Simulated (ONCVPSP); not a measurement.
## What one change does to a pseudopotential (europium (Eu), ONCV)

```json
{
  "Element": "Eu (Z = 63)",
  "Generator": "ONCVPSP 4.0.1",
  "Type": "optimised norm-conserving Vanderbilt (ONCV)",
  "Functional": "PBE",
  "Relativity": "scalar-relativistic",
  "Frozen core": "[Kr] 4d10 4f6",
  "Valence charge": "11",
  "Reference configuration": "5s2 5p6 5d1 6s2",
  "Partial waves": "5s+6s: rc 2.40 bohr, ncon 4, nbas 7, qcut 5.8 1/bohr, 2 projectors; 5p: rc 2.35 bohr, ncon 4, nbas 8, qcut 6 1/bohr, 2 projectors, debl 1.1 Ha; 5d: rc 3.40 bohr, ncon 3, nbas 8, qcut 5.5 1/bohr, 2 projectors, debl 0.4 Ha",
  "Local potential": "polynomial inside 2.00 bohr (lpopt 3, dvloc0 2 Ha)",
  "Core correction": "polynomial model core, fcfact 0.3"
}
```

Change: all radii but the core radius scaled by about 1.13 (s 2.72, p 2.66, d 3.84 bohr); local potential polynomial inside 2.26 bohr (lpopt 3, dvloc0 2 Ha).

Cutoffs: the cutoffs (Ha) at which the residual kinetic energy of the hardest occupied pseudo-wave falls to 1 and 0.1 mHa per electron; they do not see the model core or the augmentation charge, which bear on the density cutoff. Errors are all-electron minus pseudo energies relative to the spin-unpolarised reference configuration.

Task: How do hardness, ghosts and transferability respond?

Result: The potential gets softer (9.8 Ha and 12 Ha → 8.1 Ha and 11 Ha); of the 3 tests that both files solve, the error grows in 1 and shrinks in 0 by more than 15 % and 0.3 meV (median size 4.5 → 4.9 meV); neither file shows a bound ghost. A larger radius leaves more room for a smooth pseudo-wave, so fewer plane waves are needed.

```csv
quantity,base,changed
"cutoff, loose",9.8 Ha,8.1 Ha
"cutoff, tight",12 Ha,11 Ha
loose cutoff by channel,"s 9.8 Ha, p 6.9 Ha, d 7.3 Ha","s 8.1 Ha, p 7.1 Ha, d 6.6 Ha"
bound ghosts,none,none
GHOST(+) flags under 300 eV,none,none
"tests counted as reliable (solved cleanly; for ONCVPSP, near-neutral configurations with less than one 5d electron left out)",3 of 4,3 of 4
"error for 5s2 5p6 5d1 6s1, meV [ΔE 6.55 eV]",-4.5,-4.9
"error for 5s2 5p6 5d1 6s0, meV [ΔE 18.48 eV]",-25,-29
"error for 5s2 5p6 5d1 6s1.5, meV [ΔE 2.64 eV]",-1.2,-1.2
"rms error of d²Exc/dni dnj with the model core, mHa",0.91,1.04
```
